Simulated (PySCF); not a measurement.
C₅H₁₀FOSi (doublet state).
Geometry (GFN2-xTB, Å), atoms numbered from 1 in this order:
```xyz
18
C5H10FOSi angstrom
C     -2.4074    0.3675   -0.6509
C     -1.7328   -0.8886   -0.1093
Si     0.1620   -0.8401   -0.1165
F      0.5995   -2.2360    0.6208
C      1.1047   -0.5117   -1.6674
O      2.0487    0.4468   -1.5261
C      2.3159    0.7839   -0.1718
C      1.0925    0.5972    0.7247
H     -2.1461    1.2364   -0.0518
H     -2.0995    0.5558   -1.6762
H     -3.4901    0.2586   -0.6338
H     -2.0814   -1.0770    0.9069
H     -2.0472   -1.7481   -0.7021
H      0.9540   -0.7809   -2.6976
H      2.6838    1.8126   -0.1858
H      3.1253    0.1287    0.1766
H      1.4092    0.3913    1.7423
H      0.5001    1.5099    0.7415
```

The hyperfine couplings belong to this conformer and change with its torsions.

The species is `CC[Si@@]1(F)[CH]OCC1` [radical].

Method: UKS B3LYP, pcH-1 on C F H O Si, non-relativistic, mean-field spin-orbit, GIAO (PySCF). Geometry: GFN2-xTB, one conformer, isolated molecule. Couplings are sensitive to structure, and on GFN2-xTB geometries they can be far from those on DFT ones. Stability of the SCF solution: not tested.

The Mulliken spin populations are largest on C5 (+0.78) and O6 (+0.18). The angles at C5 add up to 358.9°, so it is planar; its axial dipolar tensor and the negative coupling of its proton fit spin in a p orbital normal to that plane.

(1) Find Q in a(H) = Q·ρ(C) for the protons on the planar carbons that carry spin.

Results:

(1) 
```csv
H,C,ρ(C),a(H) (G),a/ρ (G)
H14,C5,+0.778,-17.11,-22.0
```

One proton gives one ratio, Q = -22.0 G, and no test of linearity. In every row coupling and population have opposite signs.

Couplings in gauss use g_iso = 2.0034.
